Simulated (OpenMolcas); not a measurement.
# C, Si, Ge, Sn, Pb: ns² np² down the group

```yaml
Program: OpenMolcas
Method: SS-RASPT2, IPEA 0.25 Eh, imaginary shift 0.1 Eh
Basis: ANO-RCC-VQZP
Scalar_Hamiltonian: DKH2, point nucleus
Spin-orbit_coupling: state interaction with AMFI integrals over the reference wave functions, term energies averaged over their components
```

Active space for each ion: 4 electrons in 9 orbitals (RAS2 s p; RAS3 d, at most 2 electrons); closed shells correlated by CASPT2: C 1s; Si 2s 2p; Ge 3d; Sn 4d; Pb 5d.

Computed levels in cm-1 above ³P₀:

| Level | C | Si | Ge | Sn | Pb |
| --- | --- | --- | --- | --- | --- |
| ³P₁ | 15.1 | 67.2 | 493 | 1490 | 6890 |
| ³P₂ | 44.9 | 196 | 1276 | 3090 | 9720 |
| ¹D₂ | 10350 | 6230 | 8180 | 8310 | 19130 |
| ¹S₀ | 21630 | 15480 | 17540 | 17070 | 27530 |
| weight of ³P in the lowest level (%) | 100 | 100 | 100 | 97 | 87 |

Mixed levels, with the weight of the term that names them: Pb ³P₂ (60 %), Pb ¹D₂ (60 %).

Measured, with the error of the calculation in %. Measured levels: C, Si, Ge, Sn, Pb from NIST Handbook of Basic Atomic Spectroscopic Data.

```tsv
Level	C	Si	Ge	Sn	Pb
³P₁	16.4 (-8.3)	77.1 (-12.8)	557 (-11.4)	1692 (-12.0)	7819 (-11.9)
³P₂	43.4 (+3.5)	223 (-12.2)	1410 (-9.5)	3428 (-9.8)	10650 (-8.7)
¹D₂	10193 (+1.6)	6299 (-1.1)	7125 (+14.9)	8613 (-3.5)	21458 (-10.8)
¹S₀	21648 (-0.1)	15394 (+0.6)	16367 (+7.2)	17162 (-0.6)	29467 (-6.6)
```

The fine-structure level ³P₂ changes by a factor of 216 from C to Pb.

Without spin-orbit coupling ¹D lies 10320, 6100, 7230, 5410, 5130 cm-1 above ³P in that order; the difference to the level ¹D₂, of either sign, comes from spin-orbit coupling, which also lowers the zero.

CASPT2 breaks the degeneracy within a term, and the mean is taken; among the terms shown or strongly mixed into the levels shown the widest spread is 31 cm-1 (2s² 2p² ¹D, C). Active for correlation alone: 3d; no level in the range computed is led by a configuration that fills it, so any true level of that kind is missing (holds for C). The run also gave levels led by 3s² 3p 3d, which use shells meant for correlation; these and all levels above them are left out (holds for Si). Some high roots are left out of the spin-orbit mixing, which shifts the levels that they would mix with (holds for Ge). Active for correlation alone: 4d; no level in the range computed is led by a configuration that fills it, so any true level of that kind is missing (holds for Ge). The run also gave levels led by 5s² 5p 5d, which use shells meant for correlation; these and all levels above them are left out (holds for Sn). The run also gave levels led by 6s² 6p 6d, which use shells meant for correlation; these and all levels above them are left out (holds for Pb). Measured partners are found by configuration, term and J. A level has none where our copy of the source lacks it or the pairing is in doubt (some pairs that miss far off the trend of their configuration count as doubtful), and it then counts in no deviation. Where the source uses jj or jK labels, the order within each J decides. Only configurations of the active space appear.
